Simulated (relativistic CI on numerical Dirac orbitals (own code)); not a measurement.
## Electric-dipole transitions in Sn8+

These numbers are calculated, not measured: Dirac-Coulomb-Breit CI, KLI orbitals optimised for each configuration, a model potential for QED, unscaled Slater integrals (own radial code, finite nucleus).

Configuration list (outside the closed core [Ar] 3d10): 4s2 4p6 4d6, 4s2 4p5 4d7, 4s2 4p6 4d5 4f, 4s2 4p6 4d5 5s, 4s2 4p6 4d5 5p, 4s2 4p4 4d8, 4s2 4p6 4d4 5s2, 4s 4p6 4d7, 4s2 4p6 4d4 5s 5p, 4s2 4p6 4d5 5d, 4s2 4p6 4d4 5p2, 4s2 4p6 4d5 6s, 4s2 4p6 4d5 6p, 4p6 4d8, 4s2 4p6 4d5 6d, 4s 4p5 4d8. Levels of other configurations are missing.

```
λ vac (Å)                     Lower                       Upper   A (s⁻¹)  log gf  S velocity/length
   189.47      4s2 4p6 4d6 5D_4 [1]  4s2 4p6 4d5 5p 5D°_4 [166]  1.56e+10   -0.12               0.78
   190.76      4s2 4p6 4d6 5D_4 [1]  4s2 4p6 4d5 5p 5D°_4 [154]  6.55e+09   -0.49               0.91
   191.92      4s2 4p6 4d6 5D_4 [1]  4s2 4p6 4d5 5p 5F°_3 [140]  7.13e+09   -0.56               0.86
   192.13      4s2 4p6 4d6 5D_3 [2]  4s2 4p6 4d5 5p 5D°_2 [161]  1.01e+10   -0.56               0.86
   192.79      4s2 4p6 4d6 5D_4 [1]  4s2 4p6 4d5 5p 5G°_5 [134]  3.73e+09   -0.64               0.93
   193.48      4s2 4p6 4d6 5D_3 [2]  4s2 4p6 4d5 5p 5F°_2 [141]  1.49e+10   -0.38               0.87
   193.90      4s2 4p6 4d6 5D_3 [2]  4s2 4p6 4d5 5p 5F°_4 [137]  1.81e+10   -0.04               0.90
   194.35      4s2 4p6 4d6 5D_0 [5]  4s2 4p6 4d5 5p 5F°_1 [153]  2.36e+10   -0.40               0.87
   194.37      4s2 4p6 4d6 5D_2 [3]  4s2 4p6 4d5 5p 3F°_2 [138]  1.01e+10   -0.54               0.86
   194.40      4s2 4p6 4d6 5D_4 [1]  4s2 4p6 4d5 5p 5P°_3 [129]  1.55e+10   -0.21               0.82
   194.56      4s2 4p6 4d6 5D_1 [4]  4s2 4p6 4d5 5p 5P°_1 [145]  2.73e+10   -0.33               0.88
   195.29      4s2 4p6 4d6 5D_2 [3]  4s2 4p6 4d5 5p 5F°_3 [133]  8.40e+09   -0.47               0.91
   195.73      4s2 4p6 4d6 5D_2 [3]  4s2 4p6 4d5 5p 5F°_2 [132]  1.41e+10   -0.39               0.87
   196.19      4s2 4p6 4d6 5D_4 [1]  4s2 4p6 4d5 5p 5F°_5 [126]  2.19e+10    0.14               0.89
   196.30      4s2 4p6 4d6 5D_3 [2]  4s2 4p6 4d5 5p 5P°_3 [129]  1.35e+10   -0.26               0.85
   196.43      4s2 4p6 4d6 5D_4 [1]  4s2 4p6 4d5 5p 5F°_4 [124]  7.83e+09   -0.39               0.89
   197.27      4s2 4p6 4d6 3H_5 [8]  4s2 4p6 4d5 5p 3I°_5 [200]  8.21e+09   -0.28               0.87
   197.64      4s2 4p6 4d6 5D_4 [1]  4s2 4p6 4d5 5p 5G°_3 [117]  6.79e+09   -0.56               0.85
   198.02      4s2 4p6 4d6 3H_5 [8]  4s2 4p6 4d5 5p 3H°_4 [194]  9.70e+09   -0.29               0.83
   198.37      4s2 4p6 4d6 5D_3 [2]  4s2 4p6 4d5 5p 5F°_4 [124]  5.83e+09   -0.51               0.90
   199.45      4s2 4p6 4d6 3H_6 [9]  4s2 4p6 4d5 5p 3G°_5 [183]  2.67e+10    0.24               0.83
   199.87      4s2 4p6 4d6 3H_5 [8]  4s2 4p6 4d5 5p 3H°_6 [182]  7.91e+09   -0.21               0.88
   199.88      4s2 4p6 4d6 3H_6 [9]  4s2 4p6 4d5 5p 3H°_6 [182]  2.54e+10    0.30               0.86
   201.35      4s2 4p6 4d6 3F_4 [7]  4s2 4p6 4d5 5p 3I°_5 [156]  1.09e+10   -0.14               0.89
   205.29      4s2 4p6 4d6 5D_4 [1]  4s2 4p6 4d5 5p 5P°_3 [104]  1.81e+10   -0.10               0.83
   206.54      4s2 4p6 4d6 5D_3 [2]  4s2 4p6 4d5 5p 5P°_2 [105]  1.17e+10   -0.43               0.83
   802.25  4s2 4p6 4d5 5s 7S_3 [35]  4s2 4p6 4d5 5p 7P°_4 [102]  3.87e+09    0.53               0.95
   808.28  4s2 4p6 4d5 5s 5D_4 [45]  4s2 4p6 4d5 5p 5F°_5 [177]  1.28e+09    0.14               0.97
   809.30  4s2 4p6 4d5 5s 5G_6 [40]  4s2 4p6 4d5 5p 5H°_7 [139]  3.74e+09    0.74               1.01
   814.87  4s2 4p6 4d5 5s 5G_5 [41]  4s2 4p6 4d5 5p 5G°_6 [136]  2.30e+09    0.47               0.99
   818.12  4s2 4p6 4d5 5s 3G_5 [51]  4s2 4p6 4d5 5p 3G°_5 [183]  1.49e+09    0.22               0.94
   823.60  4s2 4p6 4d5 5s 5G_4 [39]  4s2 4p6 4d5 5p 5G°_5 [134]  1.96e+09    0.34               0.98
   861.71  4s2 4p6 4d5 5s 5S_2 [36]  4s2 4p6 4d5 5p 5P°_2 [105]  2.79e+09    0.19               0.98
   877.05  4s2 4p6 4d5 5s 5S_2 [36]  4s2 4p6 4d5 5p 5P°_3 [104]  2.30e+09    0.27               0.98
   877.51  4s2 4p6 4d5 5s 7S_3 [35]   4s2 4p6 4d5 5p 7P°_3 [97]  2.44e+09    0.30               0.94
   880.10  4s2 4p6 4d5 5s 3G_4 [52]  4s2 4p6 4d5 5p 3H°_5 [162]  1.39e+09    0.25               1.04
   885.30  4s2 4p6 4d5 5s 3G_5 [51]  4s2 4p6 4d5 5p 3H°_6 [155]  1.28e+09    0.29               1.03
   890.54  4s2 4p6 4d5 5s 5G_6 [40]  4s2 4p6 4d5 5p 5F°_5 [126]  1.53e+09    0.30               0.86
   896.98  4s2 4p6 4d5 5s 3I_7 [59]  4s2 4p6 4d5 5p 3H°_6 [182]  1.42e+09    0.35               0.84
   903.15  4s2 4p6 4d5 5s 7S_3 [35]   4s2 4p6 4d5 5p 7P°_2 [95]  2.53e+09    0.19               0.93
   915.88  4s2 4p6 4d5 5s 5G_6 [40]  4s2 4p6 4d5 5p 5G°_6 [119]  1.71e+09    0.45               0.94
   927.61  4s2 4p6 4d5 5s 5G_5 [41]  4s2 4p6 4d5 5p 5G°_5 [116]  1.33e+09    0.28               0.95
   930.50  4s2 4p6 4d5 5s 3I_7 [59]  4s2 4p6 4d5 5p 3K°_7 [169]  1.03e+09    0.30               0.94
   930.79  4s2 4p6 4d5 5s 5G_4 [39]  4s2 4p6 4d5 5p 5G°_4 [114]  1.47e+09    0.23               0.95
   933.93  4s2 4p6 4d5 5s 5G_3 [38]  4s2 4p6 4d5 5p 5H°_3 [112]  1.50e+09    0.14               0.95
```

Terms are leading LS components. Brackets give the number of a level in order of energy, since labels repeat. The list gives strong lines, with weight on those to low levels, among the lowest 200 of 2886 levels, so that lines to higher ones, which can be the strongest, are missing. Levels whose partners in the same complex of configurations lie outside the list can be far off, and so can their lines. Rates are taken at the computed energies, electric ones in the length gauge. A velocity-to-length ratio far from 1 marks an uncertain rate.

At this charge configurations can still be misplaced by up to about 7 % of their energy. Terms inside the open d or f shell come out 10 to 20 % too wide with unscaled integrals.

LS names give the leading component of a level, which can be under half, so a name can repeat, a term be missing and a line seem to break the LS rules.
